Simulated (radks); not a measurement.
Numerical settings for the lithium ion Li+, [He]. Calculated with a radial shooting solver on a logarithmic mesh with Libxc functionals: scalar-relativistic Kohn-Sham, r2SCAN, spin-polarised, spherical densities, finite nucleus; meta-GGA in the generalised Kohn-Sham scheme; Fermi nuclear charge, rms radius 2.444 fm. The defaults (mesh step 0.008 in ln r, mesh end at 40 bohr or more with all orbitals vanishing there, Anderson mixing 0.5 over 9 steps, residual threshold near 1e-9 with the energy settled to 1e-9 hartree or 1e-11 of itself, here a cap of 93 iterations) give E = -7.282 hartree and 1s at -61.925 eV in 11 iterations. Run on one thread of a shared host, so times are rough (Arm Neoverse N1): 0.07 s of CPU time, 0.07 s wall, 11 iterations on 2189 mesh points. One setting is changed at a time: mesh step in ln r 0.003; mesh step in ln r 0.012; mesh step in ln r 0.2; mesh end (bohr) 1; mesh end (bohr) 12; residual threshold 1e-05; residual threshold 1e-13; mixing 0.05; linear mixing, mixing 0.8; linear mixing, mixing 0.5; mixing history 3; iteration cap 8. Which runs fail to converge, and which converge to a wrong energy?

Answer. Not converged within the cap: mesh step in ln r 0.2; residual threshold 1e-13; linear mixing, mixing 0.8; linear mixing, mixing 0.5; iteration cap 8. Settings that end as converged yet miss the energy by more than 1 mhartree: mesh end (bohr) 1 (+1.93 hartree).
